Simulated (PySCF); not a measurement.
# Stretching CdCl

Set-up: Cd x2c-TZVPPall, Cl x2c-TZVPPall; spin-free X2C with a Gaussian nucleus (PySCF 2.14). Energies in eV from Cd + Cl in their ground configurations at the same level. State: ²Σ⁺ (doublet), unpaired electrons σ ↑.

```json
{"R (Å)": "2.036", "revPBE": "-0.878"}
{"R (Å)": "2.130", "revPBE": "-1.386"}
{"R (Å)": "2.225", "revPBE": "-1.671"}
{"R (Å)": "2.296", "revPBE": "-1.781"}
{"R (Å)": "2.367", "revPBE": "-1.826"}
{"R (Å)": "2.438", "revPBE": "-1.825"}
{"R (Å)": "2.533", "revPBE": "-1.773"}
{"R (Å)": "2.651", "revPBE": "-1.657"}
{"R (Å)": "2.793", "revPBE": "-1.483"}
{"R (Å)": "2.982", "revPBE": "-1.243"}
```

Q: Put a parabola through the three lowest points of the revPBE curve and estimate Re, k and ωe (reduced mass 26.75 u; 1 eV/Å² = 0.16022 mdyn/Å; ωe = 1302.8·√(k/μ) cm⁻¹).

A: Through R = 2.296, 2.367, 2.438 Å the second-order coefficient is 4.56 eV/Å², so Re ≈ 2.401 Å, k ≈ 1.46 mdyn/Å and ωe ≈ 305 cm⁻¹. A polynomial fit of higher order to the unrounded revPBE energies gives Re = 2.399 Å, k = 1.28 mdyn/Å, ωe = 285 cm⁻¹; anharmonicity and rounding make the difference.

The higher-order fit for each curve: revPBE: Re = 2.399 Å, ωe = 285 cm⁻¹, De = 1.83 eV.

Spin–orbit coupling is left out. The state was picked by a PBE0 search and need not be the measured ground state.
